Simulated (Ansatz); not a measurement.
F2H2InN, SMILES `[NH2][In]([F])[F]`. The species carries charge 0 and has multiplicity 1. In: def2 effective core potential. Geometry: relaxed with PBE0-D4/def2-TZVP. It is one conformer, not always the lowest.

```xyz
6

N    -0.058    1.156   -0.407
In    0.014   -0.776    0.099
F     1.622   -1.852    0.044
F    -1.544   -1.853    0.493
H     0.799    1.663   -0.230
H    -0.833    1.662    0.001
```

What is the dipole moment at r2SCAN/def2-TZVPP? (Estimate.)

The calculation gave: 3.82 D, with components (0.05, 3.80, 0.37) D in this frame, pointing from negative to positive charge.

And with PBE, B3LYP, ωB97M-V? (Estimate.)

Computed: PBE 3.76 D, B3LYP 3.87 D, ωB97M-V 3.78 D.

Give the Mulliken charges with r2SCAN, PBE, ωB97M-V in def2-TZVPP. (Estimate.)

The calculation gave: 
```csv
atom,r2SCAN,PBE,ωB97M-V
N1,-0.48,-0.42,-0.42
In2,1.09,0.95,1.12
F3,-0.47,-0.42,-0.47
F4,-0.47,-0.42,-0.47
H5,0.16,0.16,0.13
H6,0.16,0.16,0.13
```

B3LYP here is the variant with VWN-RPA as its local correlation; programs differ in this.
